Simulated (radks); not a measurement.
The numbers below are computed, except where a source is named.
Polarisability of the zinc ion Zn+, [Ar] 3d10 4s1, at imaginary frequency. Level of theory: non-relativistic Kohn-Sham, LB94 model potential, spin-polarised, spherical densities, point nucleus; open shells are filled with parallel spins first (a radial shooting solver on a logarithmic mesh with Libxc functionals). Response by self-consistent Sternheimer equations with the Hartree and adiabatic LDA kernel.

w (hartree)  alpha1(iw) (bohr^3)  alpha2(iw) (bohr^5)
0.00266                    14.34                54.06
0.0143                     14.31                54.02
0.0360                     14.13                53.78
0.0697                     13.58                53.03
0.118                      12.38                51.21
0.186                      10.43                47.59
0.280                      8.044                41.50
0.413                      5.779                33.02
0.605                      3.984                23.49
0.892                      2.682                14.88
1.35                       1.755                8.459
2.12                       1.079                4.316
3.59                      0.5807                1.909
6.94                      0.2381               0.6517
17.5                     0.05485               0.1250

Static values: alpha1 = 14.34 bohr^3 (2.126 angstrom^3; uncoupled 20.09), alpha2 = 54.06 bohr^5, alpha3 = 436.6 bohr^7. C6 = 55.22, C8 = 1257, triple-dipole C9 = 535.0 atomic units. One-pole (London) frequency 4 C6 / (3 alpha1^2) = 0.358 hartree, against 0.721 for minus the highest occupied eigenvalue.
